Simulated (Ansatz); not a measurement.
C$_{2}$H$_{8}$FGaSi, SMILES `C[SiH]([GaH2])CF`, relaxed with RKS PBE0-D4/def2-TZVP in Ansatz from a GFN2-xTB geometry. The force threshold is 0.005 eV/Å; the program also tests the step.

Total charge 0; spin multiplicity 1.

Start:

```xyz
13

C     1.309    1.020    1.107
Si   -0.320    0.079    0.750
Ga   -1.679    0.696   -1.159
C     0.205   -1.469   -0.334
F    -0.529   -1.285   -1.549
H     2.052    0.390    1.588
H     1.123    1.867    1.760
H     1.742    1.407    0.186
H    -0.762   -0.538    2.025
H    -3.161    0.205   -1.434
H    -1.127    1.578   -2.362
H    -0.107   -2.438    0.051
H     1.253   -1.511   -0.629
```

**Question.** How much energy does the relaxation release, and in how many steps? (Estimate.)

**Answer.** Computed: 13.76 kJ/mol, in 15 steps, 1 of them rejected.

**Question.** Which bonds change most? (An estimate is asked.)

**Answer.** Computed: Si2–C4 from 1.961 to 1.919 Å; C1–Si2 from 1.915 to 1.877 Å; Ga3–H11 from 1.591 to 1.574 Å; Ga3–H10 from 1.585 to 1.572 Å.

**Question.** Give the relaxed structure. (Estimate.)

**Answer.** The calculation gave: 
```xyz
13

C     1.293    1.031    1.072
Si   -0.233    0.015    0.668
Ga   -1.680    0.730   -1.122
C     0.227   -1.531   -0.372
F    -0.381   -1.326   -1.651
H     1.997    0.467    1.688
H     1.018    1.934    1.622
H     1.804    1.340    0.157
H    -0.860   -0.448    1.941
H    -3.150    0.185   -1.239
H    -1.151    1.731   -2.216
H    -0.181   -2.468    0.013
H     1.295   -1.660   -0.561
```
